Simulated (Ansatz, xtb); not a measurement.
# C5H6N2OSi: which of two isomers lies lower

We compare a, `C#Cc1cn([SiH2]O)cn1`, a singlet, with b, `C#Cc1nccn1[SiH2]O`, a singlet. Both are isolated molecules in the gas phase, relaxed with PBE-D3(BJ)/def2-SVP; the shapes shown needn't be the lowest conformers.

a (Å):

```yaml
atoms:
  - { symbol: C, position_ang: [-2.9349, 0.4669, 2.1579] }
  - { symbol: C, position_ang: [-1.8586, 0.5247, 1.5749] }
  - { symbol: C, position_ang: [-0.6179, 0.5824, 0.8793] }
  - { symbol: C, position_ang: [-0.3455, 0.0869, -0.3950] }
  - { symbol: C, position_ang: [1.4536, 1.0165, 0.4916] }
  - { symbol: N, position_ang: [0.9919, 0.3645, -0.6473] }
  - { symbol: N, position_ang: [0.5305, 1.1603, 1.4156] }
  - { symbol: O, position_ang: [1.9542, 1.3866, -3.1686] }
  - { symbol: Si, position_ang: [1.8958, 0.0549, -2.1653] }
  - { symbol: H, position_ang: [-3.8790, 0.4219, 2.6818] }
  - { symbol: H, position_ang: [-0.9829, -0.4403, -1.1128] }
  - { symbol: H, position_ang: [3.3077, -0.2084, -1.7721] }
  - { symbol: H, position_ang: [1.1876, -1.1145, -2.7797] }
  - { symbol: H, position_ang: [1.1116, 1.6855, -3.5529] }
  - { symbol: H, position_ang: [2.4949, 1.3579, 0.5734] }
```

b (Å):

```tsv
atom	x (Å)	y (Å)	z (Å)
C	-2.0082	-2.2764	1.0538
C	-1.3150	-1.4837	1.6863
C	-0.5137	-0.5190	2.3575
C	0.5889	0.6130	3.8093
C	0.6843	1.3215	2.6163
N	-0.1576	-0.5223	3.6423
N	-0.0209	0.5957	1.6745
O	-1.9313	0.8979	-0.4003
Si	-0.2997	0.9392	-0.0768
H	-2.5972	-3.0137	0.5257
H	1.0232	0.8775	4.7818
H	1.1809	2.2652	2.3644
H	0.4804	-0.0806	-0.8487
H	0.1905	2.3306	-0.2976
H	-2.3514	0.0492	-0.1550
```

Q: Which of the two would you expect CCSD(T)/def2-SVP + ΔMP2/def2-TZVPP electronic energies to favour?

A: Too close to call at this level: CCSD(T)/def2-SVP + ΔMP2/def2-TZVPP gives E(b) − E(a) = −0.022 eV.

The same difference at several levels:

```csv
level,geometry,E(b) − E(a) (eV),departure from the last row (eV),"job, with rough time for the two"
PBE-D3(BJ)/def2-SVP,PBE-D3(BJ)/def2-SVP,−0.101,−0.080,"optimisation, 81 s"
HF/def2-SVP,PBE-D3(BJ)/def2-SVP,+0.100,+0.121,part of the CCSD(T) run
MP2/def2-SVP,PBE-D3(BJ)/def2-SVP,−0.053,−0.031,part of the CCSD(T) run
CCSD(T)/def2-SVP,PBE-D3(BJ)/def2-SVP,−0.008,+0.014,single point
CCSD(T)/def2-SVP + ΔMP2/def2-TZVPP,PBE-D3(BJ)/def2-SVP,−0.022,,"single point, 2.6 min"
```

As drawn, both hold the same kinds of bond in the same numbers.

The largest departure from CCSD(T)/def2-SVP + ΔMP2/def2-TZVPP is that of HF/def2-SVP, 0.121 eV. Levels run at GFN2-xTB geometries aren't shown. The last row adds to CCSD(T) the change of the MP2 difference between the two basis sets, here −0.014 eV.

With thermal terms from frequencies at re-optimised GFN2-xTB minima (ideal gas, soft modes damped towards free rotors, one conformer each, 298.15 K, 1 atm): on the last row, ΔE + ΔZPE = −0.031, ΔH = −0.034, ΔG = −0.024 eV.

The correlated steps freeze 13 core orbitals. Programs: Ansatz 0.2.0, xtb 6.7.1; the last row on 4 threads of Arm Neoverse V1 on a shared host.
